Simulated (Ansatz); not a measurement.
Two members of one family (Series [CuX2]-), computed with Ansatz in the gas phase. Names give formal oxidation states. A dash marks a value that wasn't run or was left out as unsound. The structures are stationary points that may keep the symmetry of their start. Remarks come from the PBE and PBE0 runs and from stability tests at other levels; not every state was tested. A HOMO above zero means that the electron is unbound at that level and held by the basis, or that self-interaction error raises the level; the energy of removing that electron tells which. HOMO above LUMO (over both spins in singlets and doublets, within one spin in higher multiplets; at PBE or PBE0), or a gap under 0.15 eV within one spin, warns that the state may not be the lowest or that an electron is smeared out.

First: [Cu(SH)2]- (singlet, charge -1, r2SCAN-D4/def2-TZVPD geometry).

Cartesian coordinates in Å:
```
Cu 0.2582 -0.0181 -0.2441
S 0.8027 2.0309 0.1407
H -0.4506 2.5254 0.1593
S -0.2438 -2.0691 -0.6687
H -0.3665 -2.4691 0.6128
```

```json
{"level": "PBE-D4/def2-TZVPD", "HOMO (eV)": "-0.49", "vertical IE (eV)": "3.24"}
{"level": "r2SCAN-D4/def2-TZVPD", "HOMO (eV)": "-0.61", "vertical IE (eV)": "3.31"}
{"level": "PBE0-D4/def2-SVPD", "HOMO (eV)": "-1.79", "vertical IE (eV)": "–"}
{"level": "HSE06-D4/def2-TZVPD", "HOMO (eV)": "-1.41", "vertical IE (eV)": "–"}
{"level": "ωB97M-V/def2-TZVPD", "HOMO (eV)": "-4.05", "vertical IE (eV)": "–"}
```

Metal–donor distances: 2 × S 2.15 Å. Remarks: gap within one spin near zero at PBE or PBE0 (neutral doublet).

Second: [Cu(OH)2]- (singlet, charge -1, r2SCAN-D4/def2-TZVPD geometry).

```xyz
5

Cu    0.141    0.045    0.148
O    -1.138    0.136    1.440
H    -1.728   -0.616    1.299
O     1.512   -0.017   -1.049
H     1.214    0.453   -1.837
```

Estimate how these quantities change from the first to the second (second minus first).


```tsv
level	Δ HOMO (eV)	Δ vertical IE (eV)
PBE-D4/def2-TZVPD	1.21	-0.47
r2SCAN-D4/def2-TZVPD	1.19	-0.56
PBE0-D4/def2-SVPD	1.12	–
HSE06-D4/def2-TZVPD	1.05	–
ωB97M-V/def2-TZVPD	0.77	–
```

Metal–donor distances: 2 × O 1.82 Å. Remarks: HOMO above zero at PBE or PBE0, restricted SCF unstable in HF, gap within one spin near zero at PBE or PBE0 (neutral doublet).
